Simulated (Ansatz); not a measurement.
C7H13NO can be A, `CC/C(=C/C(C)=O)NC`, or B, `CN/C=C/C(=O)C(C)C`.

Isolated molecules relaxed with PBE0-D4/def2-TZVP in Ansatz; ΔE leaves out vibrations. CCSD(T)/CBS is the MP2 limit (def2-TZVPP, def2-QZVPP) plus CCSD(T) − MP2 in def2-TZVPP, frozen cores. Double bonds are as drawn, so ΔE can hold a change between cis and trans. Functionals use def2-TZVPP. B3LYP here is the variant with VWN-RPA as its local correlation; programs differ in this. One conformer a species, not always the lowest.

(1) Which is lower in electronic energy at CCSD(T)/CBS, and by how much? (Estimate.)

(2) Give E(B) − E(A) in kcal/mol with LDA (SPW92), ωB97M-V, HF/def2-TZVPP, B3LYP-D4, CCSD/def2-TZVPP, B2PLYP, BLYP-D4. (Estimate.)

Largest T1 diagnostic: 0.015.

Answers

(1) Ansatz gave: A, by 9.3 kcal/mol.

(2) The calculation gave: LDA (SPW92) 14.2, ωB97M-V 9.9, HF/def2-TZVPP 6.3, B3LYP-D4 10.4, CCSD/def2-TZVPP 8.2, B2PLYP 9.7, BLYP-D4 10.7. None reverses the order clearly.

At CCSD(T), def2-SVP lies −1.3 kcal/mol from the extrapolated value and def2-TZVPP −0.3 kcal/mol. The D4 term adds +0.8 kcal/mol with B3LYP and +0.5 kcal/mol with PBE0; it sums over pairs of atoms, weighted by their polarisabilities, and B3LYP, whose exchange is more repulsive, gets the larger term.
